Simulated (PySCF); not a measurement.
**ECD: `InChI=1S/C5H6FNS/c1-5(2-7)3-8-4(5)6/h4H,3H2,1H3/t4-,5-/m0/s1`**

Geometry:
| atom | x (Å) | y (Å) | z (Å) |
| --- | --- | --- | --- |
| C1 | 1.252 | 0.456 | 0.626 |
| C2 | 0.091 | -0.039 | -0.233 |
| C3 | 0.566 | -0.419 | -1.545 |
| N4 | 0.922 | -0.725 | -2.586 |
| C5 | -1.084 | 0.957 | -0.280 |
| S6 | -2.118 | -0.064 | 0.838 |
| C7 | -0.709 | -1.173 | 0.451 |
| F8 | -0.101 | -1.717 | 1.531 |
| H9 | 0.889 | 0.717 | 1.617 |
| H10 | 1.706 | 1.331 | 0.166 |
| H11 | 2.006 | -0.322 | 0.726 |
| H12 | -1.548 | 1.054 | -1.260 |
| H13 | -0.863 | 1.939 | 0.131 |
| H14 | -1.009 | -1.996 | -0.205 |

Method used: PySCF, TDDFT BHandHLYP/def2-SVPD circular dichroism and optical rotation, one conformer, gas phase. Geometry: GFN2-xTB.

States above about 8.6 eV (minus the energy of the highest occupied orbital) lie near or above the ionisation threshold and depend on the basis.

Q: Assign R or S to each stereocentre.

A: C2 S, C7 S.

Q: Which excitations and rotatory strengths does the calculation give?

A: Rotatory strengths R in 10⁻⁴⁰ esu² cm², velocity form and length form (origin at the centre of mass); f in length form.
```csv
state,E (eV),λ (nm),f,R (velocity),R (length),main
1,4.89,253,0.0001,+0.8,+0.2,HOMO→LUMO 0.90
2,6.84,181,0.021,-24.6,-24.5,HOMO→LUMO+2 0.93
3,7.07,175,0.020,+4.9,+3.1,HOMO−1→LUMO 0.80
4,7.17,173,0.028,-33.9,-30.5,"HOMO→LUMO+1 0.79, HOMO→LUMO+3 0.12"
5,7.57,164,0.028,+11.7,+11.2,HOMO→LUMO+4 0.85
6,7.73,160,0.018,+8.5,+8.1,"HOMO−3→LUMO 0.17, HOMO−2→LUMO+3 0.10"
7,7.75,160,0.028,+16.2,+15.6,HOMO→LUMO+3 0.72
8,7.89,157,0.012,-4.4,-4.2,"HOMO−2→LUMO 0.28, HOMO−2→LUMO+5 0.09"
9,8.11,153,0.012,+6.9,+6.5,"HOMO−2→LUMO+3 0.15, HOMO−3→LUMO 0.12"
10,8.40,148,0.010,-14.5,-13.8,HOMO→LUMO+5 0.85
11,8.55,145,0.020,-4.4,-4.0,"HOMO→LUMO+6 0.18, HOMO→LUMO+8 0.16"
12,8.63,144,0.010,+11.8,+11.8,"HOMO→LUMO+6 0.34, HOMO−4→LUMO 0.23"
13,8.67,143,0.014,+0.8,+0.9,"HOMO→LUMO+6 0.17, HOMO→LUMO+8 0.16"
14,8.81,141,0.019,-9.4,-8.7,"HOMO−1→LUMO+1 0.61, HOMO→LUMO+7 0.08"
15,8.87,140,0.027,+30.0,+28.2,HOMO→LUMO+7 0.74
16,8.95,139,0.049,-18.6,-18.4,"HOMO−1→LUMO+2 0.66, HOMO−1→LUMO+1 0.08"
```

Among the states computed, the strongest CD band (largest |R|) is state 4. The largest dissymmetry factor in size, g = 4R/(D+G), with D and G the electric and magnetic dipole strengths, is +0.036 for state 1 (velocity form, f = 0.0002), among bands with |R| over 0.5. The mirror image has the same energies and oscillator strengths and all R with the opposite sign.
